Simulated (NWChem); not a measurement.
System: C2H6GeO; SMILES C[C](=O)[GeH3]

Here is an NWChem input.

```
start job
memory heap 200 mb stack 900 mb global 1100 mb
geometry units angstroms noautoz
  C     -1.109496     1.830826     0.180264
  C      0.060525     0.993012    -0.257734
  O      1.061091     1.464618    -0.735802
  Ge    -0.012017    -1.011347    -0.051644
  H     -1.312086     1.660987     1.250551
  H     -2.016895     1.520335    -0.363472
  H     -0.904328     2.895270    -0.002155
  H      0.164062    -1.629070    -1.447217
  H      1.165449    -1.429948     0.841990
  H     -1.335301    -1.501577     0.570008
end
basis spherical
  C library 6-31g*
  O library 6-31g*
  Ge library 6-31g*
  H library 6-31g*
end
dft
  xc slater vwn_5
  iterations 150
  mulliken
end
task dft energy
```

Structure relaxed at the PBE0/def2-SVP level.

Q: Predict the main results of this run. (LDA (Slater exchange, VWN5)/6-31G* (spherical d).) Quantities: energy (Ha); highest occupied level (eV); orbital gap (eV); dipole (D).

A: energy (Ha): -2227.29
highest occupied level (eV): -5.37
orbital gap (eV): 3.31
dipole (D): 2.29
